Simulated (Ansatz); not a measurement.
Born–Oppenheimer molecular dynamics of CH₄NOSi (8 atoms, charge 0, multiplicity 2). It starts at the highest image of a converged band, a first-order saddle point between two minima.

Computed with UKS r2SCAN-D4/def2-mTZVP in Ansatz.

| Item | Value |
| --- | --- |
| ensemble | NVE (velocity Verlet) |
| time step | 0.5 fs |
| steps asked | 200 |
| starting velocities drawn for | 300 K |
| seed | 4132 |

First frame:

```xyz
8
Properties=species:S:1:pos:R:3
H -0.211 -1.014 -0.721
O 0.272 -1.064 0.180
Si 0.789 0.353 0.908
C -1.462 -0.438 -1.540
N -2.271 -0.004 -2.260
H -0.290 0.968 1.721
H 1.295 1.328 -0.089
H 1.877 -0.128 1.800
```

(1) How far do the bonds stretch over the last three quarters of this one trajectory? (Pairs bonded in most of those frames.)

## Answers

(1) 
```
  bond  mean (Å)  spread (Å)  shortest  longest
 H1–C4     1.147       0.133      1.01     1.44
O2–Si3     1.664       0.015      1.63     1.69
Si3–H6     1.488       0.023      1.45     1.52
Si3–H7     1.488       0.007      1.47     1.50
Si3–H8     1.501       0.019      1.47     1.54
 C4–N5     1.159       0.031      1.11     1.21
```

Pairs bonded in part of these frames only: H1–O2 20 %, H1–C4 83 %.

Mean temperature of the second half: 654 K. The conserved energy stayed within 0.18 meV per atom of its start (net change 0.074 meV per atom), so the integration is sound. The kinetic energy rose, since the run started high on the potential surface and went downhill. It ends in pieces (H3OSi + HCN (or HNC)), so much of that is their flight and rotation, not heat. A run of 0.1 ps of so small a system gives no equilibrium averages.

Time of the run: 17 min on 4 threads of Arm Neoverse N1, on a shared host, peak memory 0.26 GiB.
